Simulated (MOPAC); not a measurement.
Job for MOPAC: AM1 on CH5GaO (SMILES C[O][GaH2]).

```
AM1 1SCF PRECISE CHARGE=0 THREADS=1
CH5GaO

C      1.21907232 1     0.14652685 1    -0.23252259 1
O      0.08596060 1    -0.66727051 1    -0.45512969 1
Ga    -1.57013056 1    -0.27767357 1     0.10791159 1
H      1.65644521 1     0.44178831 1    -1.19129711 1
H      1.97382501 1    -0.41558381 1     0.32609807 1
H      0.98696963 1     1.05867000 1     0.33140950 1
H     -2.62659011 1    -1.35214921 1    -0.27748636 1
H     -1.72555208 1     1.06569194 1     0.89653613 1
```

It printed:

```
*******************************************************************************
 **                                                                           **
 **                              MOPAC v23.2.5                                **
 **                                                                           **
 *******************************************************************************
 ** MOPAC's Digital Object Identifier: https://doi.org/10.5281/zenodo.6511958 **
 **                                                                           **
 ** Please cite the open-source release paper for use of this MOPAC version:  **
 ** J. E. Moussa and J. J. P. Stewart (2026)                                  **
 ** MOPAC: An open-source semiempirical molecular orbital program             **
 ** J. Open Source Softw., 11(119), 8025, https://doi.org/10.21105/joss.08025 **
 *******************************************************************************

                              AM1 CALCULATION RESULTS

 *******************************************************************************
 *  AM1        - The AM1 Hamiltonian to be used
 *
 *
 *
 *                 CHARGE ON SYSTEM = 0
 *
 *
 *
 *  PRECISE    - TIGHTER CRITERIA TO BE USED
 *  1SCF       - DO 1 SCF AND THEN STOP
 *  THREADS=1  - MULTI-THREADING NOT USED
 *  T=         - A TIME OF 172800.0 SECONDS REQUESTED
 *  DUMP=N     - RESTART FILE WRITTEN EVERY 7200.0 SECONDS REQUESTED
 *******************************************************************************
AM1 1SCF PRECISE CHARGE=0 THREADS=1
 CH5GaO

   ATOM   CHEMICAL          X               Y               Z
  NUMBER   SYMBOL      (ANGSTROMS)     (ANGSTROMS)     (ANGSTROMS)

     1       C          1.21907232  *   0.14652685  *  -0.23252259  *
     2       O          0.08596060  *  -0.66727051  *  -0.45512969  *
     3      Ga         -1.57013056  *  -0.27767357  *   0.10791159  *
     4       H          1.65644521  *   0.44178831  *  -1.19129711  *
     5       H          1.97382501  *  -0.41558381  *   0.32609807  *
     6       H          0.98696963  *   1.05867000  *   0.33140950  *
     7       H         -2.62659011  *  -1.35214921  *  -0.27748636  *
     8       H         -1.72555208  *   1.06569194  *   0.89653613  *



          CARTESIAN COORDINATES

    NO.       ATOM           X           Y           Z

     1         C          1.2191      0.1465     -0.2325
     2         O          0.0860     -0.6673     -0.4551
     3        Ga         -1.5701     -0.2777      0.1079
     4         H          1.6564      0.4418     -1.1913
     5         H          1.9738     -0.4156      0.3261
     6         H          0.9870      1.0587      0.3314
     7         H         -2.6266     -1.3521     -0.2775
     8         H         -1.7256      1.0657      0.8965

  H: (AM1): M.J.S. DEWAR ET AL, J. AM. CHEM. SOC. 107 3902-3909 (1985)
  C: (AM1): M.J.S. DEWAR ET AL, J. AM. CHEM. SOC. 107 3902-3909 (1985)
  O: (AM1): M.J.S. DEWAR ET AL, J. AM. CHEM. SOC. 107 3902-3909 (1985)
 Ga: (AM1): J. J. P. STEWART, J. MOL. MOD., 10, 155-164 (2004)

           Empirical Formula: C H5 O Ga  =     8 atoms



      MOLECULAR POINT GROUP   :   Cs


      RHF CALCULATION, NO. OF DOUBLY OCCUPIED LEVELS = 9


 -------------------------------------------------------------------------------
 AM1 1SCF PRECISE CHARGE=0 THREADS=1
 CH5GaO



     1SCF WAS SPECIFIED, SO BFGS WAS NOT USED
     SCF FIELD WAS ACHIEVED


                              AM1 CALCULATION
                                                       MOPAC v23.2.5 Linux




          FINAL HEAT OF FORMATION =         10.94576 KCAL/MOL =      45.79707 KJ/MOL


          COSMO AREA              =        100.77 SQUARE ANGSTROMS
          COSMO VOLUME            =         83.47 CUBIC ANGSTROMS

          IONIZATION POTENTIAL    =         10.898588 EV
          HOMO LUMO ENERGIES (EV) =        -10.899 -1.664
          NO. OF FILLED LEVELS    =          9
          MOLECULAR WEIGHT        =        102.7849         POINT GROUP:  Cs

          MOLECULAR DIMENSIONS (Angstroms)

            Atom       Atom       Distance
            H     7    H     5     4.73342
            H     8    H     4     2.79140
            H     5    H     4     1.48701


          SCF CALCULATIONS        =          1





   ATOM   CHEMICAL          X               Y               Z
  NUMBER   SYMBOL      (ANGSTROMS)     (ANGSTROMS)     (ANGSTROMS)

     1       C          1.21907232  *   0.14652685  *  -0.23252259  *
     2       O          0.08596060  *  -0.66727051  *  -0.45512969  *
     3      Ga         -1.57013056  *  -0.27767357  *   0.10791159  *
     4       H          1.65644521  *   0.44178831  *  -1.19129711  *
     5       H          1.97382501  *  -0.41558381  *   0.32609807  *
     6       H          0.98696963  *   1.05867000  *   0.33140950  *
     7       H         -2.62659011  *  -1.35214921  *  -0.27748636  *
     8       H         -1.72555208  *   1.06569194  *   0.89653613  *

                             CARTESIAN COORDINATES

   1    C        1.219072320     0.146526850    -0.232522590
   2    O        0.085960600    -0.667270510    -0.455129690
   3   Ga       -1.570130560    -0.277673570     0.107911590
   4    H        1.656445210     0.441788310    -1.191297110
   5    H        1.973825010    -0.415583810     0.326098070
   6    H        0.986969630     1.058670000     0.331409500
   7    H       -2.626590110    -1.352149210    -0.277486360
   8    H       -1.725552080     1.065691940     0.896536130


           Empirical Formula: C H5 O Ga  =     8 atoms



      MOLECULAR POINT GROUP   :   Cs


                  EIGENVALUES
 -36.99834 -26.85308 -16.33776 -16.05964 -15.36269 -12.98533 -11.34876 -10.93004
 -10.89859  -1.66401  -0.14884   0.75506   0.81380   4.34780   4.52107   4.78981
   5.37528


              NET ATOMIC CHARGES AND DIPOLE CONTRIBUTIONS

  ATOM NO.   TYPE          CHARGE      No. of ELECS.   s-Pop       p-Pop
    1          C          -0.030584        4.0306     1.21779     2.81279
    2          O          -0.422667        6.4227     1.86283     4.55984
    3         Ga           0.391239        2.6088     0.32655     2.28221
    4          H           0.070020        0.9300     0.92998
    5          H           0.070044        0.9300     0.92996
    6          H           0.045562        0.9544     0.95444
    7          H          -0.051833        1.0518     1.05183
    8          H          -0.071782        1.0718     1.07178
 DIPOLE           X         Y         Z       TOTAL
 POINT-CHG.    -0.618     1.021     0.702     1.385
 HYBRID         0.273     0.214     0.064     0.353
 SUM           -0.345     1.235     0.766     1.494


          ATOMIC ORBITAL ELECTRON POPULATIONS

     Atom    s        px        py        pz
    1  C   1.21779   0.88458   0.92842   0.99979
    2  O   1.86283   1.38396   1.55767   1.61821
    3 Ga   0.32655   0.76650   0.94921   0.56651
    4  H   0.92998
    5  H   0.92996
    6  H   0.95444
    7  H   1.05183
    8  H   1.07178

 **********************
 *                    *
 * JOB ENDED NORMALLY *
 *                    *
 **********************




 == MOPAC DONE ==
```

The run finished.

Cost: about 0.03 core-seconds (a rough figure).
